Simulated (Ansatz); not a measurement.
Geometry optimisation, RHF/def2-SVP in Ansatz 0.2.0.

input.yaml

```yaml
crystal:
  periodic: [false, false, false]
  atoms:
    - { symbol: B, position_ang: [0.002942, 0.561594, -0.403631] }
    - { symbol: H, position_ang: [-0.017173, -0.215449, 1.868521] }
    - { symbol: O, position_ang: [1.201225, 0.012665, -0.521319] }
    - { symbol: H, position_ang: [1.225282, -0.865612, -0.875888] }
    - { symbol: Cl, position_ang: [-1.464079, -0.300475, -0.882191] }
    - { symbol: Cl, position_ang: [-0.127418, 2.281317, 0.178675] }
    - { symbol: H, position_ang: [-0.07538, 0.47506, 2.020632] }
basis:
  gaussian: { orbitals: def2-SVP }
hamiltonian:
  xc: hf
relax:
  f_tol: 0.03
  max_steps: 50
```

Launched with:

```bash
$ ansatz run input.yaml --threads 2 --pin off --max-ram 3072MiB --backend cpu --events-out ev --progress --plain --runs-dir out
```

Task: Where does it end, and by what steps?

Result: The run converged. The force dipped under the threshold on the way, but the program's further checks kept it going. After 30 steps the energy has fallen by 0.286 eV; H2 moved furthest, 1.64 Å.

```csv
step,energy less start (eV),largest force component (eV/Å),accepted
0,0.0000,1.576,yes
2,-0.2428,0.535,yes
4,-0.2427,1.666,no
6,-0.2776,0.014,yes
8,-0.2803,0.072,yes
10,-0.2809,0.076,yes
12,-0.2819,0.111,yes
14,-0.2825,0.039,yes
16,-0.2828,0.038,yes
18,-0.2834,0.070,yes
20,-0.2838,0.051,yes
22,-0.2844,0.088,yes
24,-0.2850,0.063,yes
26,-0.2854,0.050,yes
28,-0.2859,0.054,yes
30,-0.2864,0.024,yes
```

```xyz
7
Properties=species:S:1:pos:R:3
B 0.063 0.578 -0.893
H -0.214 -0.197 3.497
O 1.269 0.078 -1.132
H 1.287 -0.721 -1.638
Cl -1.396 -0.223 -1.506
Cl -0.080 2.061 0.043
H -0.183 0.373 3.014
```

Whether the end is a true minimum wasn't checked by a vibrational analysis.

Time of the run: 22 s on 2 threads of Arm Neoverse V1 (shared host), peak memory 0.14 GiB.
